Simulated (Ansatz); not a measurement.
# What each rung costs, and what it gives

Saddle point of SiH3Cl3O, singlet (SiHCl₃ ([Cl][SiH]([Cl])[Cl]) + H₂O → SiHCl₃O ([OH][Si]([Cl])([Cl])[Cl]) + H₂; bonds formed: Si1–O7, H2–H6; bonds broken: Si1–H2, H6–O7), PBE0-D4/def2-TZVP structure:

| atom | x (Å) | y (Å) | z (Å) |
| --- | --- | --- | --- |
| Si1 | -0.3293 | 0.2297 | -0.3436 |
| H2 | -0.3932 | 0.7527 | 1.2455 |
| Cl3 | 0.1035 | -0.8335 | -2.0972 |
| Cl4 | -2.3702 | 0.1189 | -0.3675 |
| Cl5 | 0.5485 | 2.0190 | -0.8336 |
| H6 | 0.3520 | -0.0845 | 1.3651 |
| O7 | 0.6125 | -0.9323 | 0.6538 |
| H8 | 1.4762 | -1.2700 | 0.3774 |

Barriers are electronic and count from the start structure reached by relaxing down the imaginary mode.

Ansatz 0.2.0; basis: as named in each row; cores frozen in the correlated methods. B3LYP uses VWN-RPA correlation. Extrapolation: Hartree–Fock as exp(−7.88 √X), correlation as X^−2.97.

Times are rough, for one single point on 8 threads of a shared host (AMD EPYC 7B13).

The estimate by CCSD(T) at an estimated basis limit (MP2 extrapolated from triple and quadruple zeta, plus CCSD(T) − MP2 in triple zeta) is 1.742 eV.

```
      method       basis  time (s)  barrier (eV)  method less estimate
          HF      STO-3G   under 1         2.839                 1.097
      PBE-D4      STO-3G   under 1         0.855                -0.887
       SPW92    def2-SVP   under 1         0.909                -0.832
    B3LYP-D4       6-31G   under 1         1.909                 0.168
      PBE-D4    def2-SVP   under 1         1.343                -0.399
     PBE0-D4    def2-SVP   under 1         1.532                -0.210
       SPW92  def2-TZVPP   under 1         1.004                -0.738
     BLYP-D4  def2-TZVPP         1         1.635                -0.107
      PBE-D4  def2-TZVPP         1         1.419                -0.322
    B3LYP-D4  def2-TZVPP         2         1.720                -0.022
     CCSD(T)    def2-SVP         2         1.928                 0.186
    BHLYP-D4  def2-TZVPP         2         1.888                 0.146
CAM-B3LYP-D4  def2-TZVPP         2         1.706                -0.036
     wB97M-V    def2-SVP         2         1.583                -0.159
     PBE0-D4  def2-TZVPP         2         1.558                -0.184
   r2SCAN-D4  def2-TZVPP         2         1.499                -0.242
  RPA on PBE  def2-TZVPP         2         1.790                 0.048
  r2SCAN0-D4  def2-TZVPP         3         1.601                -0.141
      B2PLYP  def2-TZVPP         3         1.752                 0.010
    PBE-QIDH  def2-TZVPP         3         1.652                -0.090
      B97M-V  def2-TZVPP         3         1.614                -0.128
     wB97X-V  def2-TZVPP         3         1.701                -0.041
     wB97M-V  def2-TZVPP         4         1.654                -0.088
         MP2  def2-QZVPP         8         1.670                -0.071
     CCSD(T)  def2-TZVPP        48         1.767                 0.025
```

All methods are single points on the PBE0-D4 structures.

No T1 diagnostic of these runs exceeds 0.011.

Labels in which every atom is bracketed show which atoms are joined, not bond orders.
